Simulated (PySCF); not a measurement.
Z-matrix (Å, degrees):
```
Mo
O 1 1.9009
H 2 0.9752 1 121.27
O 1 1.9203 2 89.07 3 65.98
H 4 0.9776 1 113.24 2 -174.32
O 1 1.9262 2 110.37 3 -128.39
H 6 0.9816 1 108.37 2 -94.31
O 1 1.9442 2 157.58 3 9.15
H 8 0.9781 1 108.75 2 -133.34
O 1 1.9544 2 91.11 3 154.83
H 10 0.9775 1 111.23 2 -70.73
N 1 1.9880 2 82.32 3 -42.85
H 12 1.0241 1 121.09 2 175.55
H 12 1.0249 13 109.94 8 -168.14
```
Charge 0, spin multiplicity 1.

Problem. Estimate the LUMO, HOMO–LUMO gap, charge on the central atom (Mulliken), dipole moment, total energy and HOMO that TPSSh-D3(BJ)/def2-TZVP // TPSS-D3(BJ)/def2-SVP in PySCF returns for this input.

Solution. 
The LUMO comes out as -3.59 eV, the HOMO–LUMO gap is 3.44 eV and the charge on the central atom (Mulliken) is 1.50 e. The dipole moment is 1.61 D, the total energy comes out as -503.6353 Ha and the HOMO comes out as -7.03 eV.
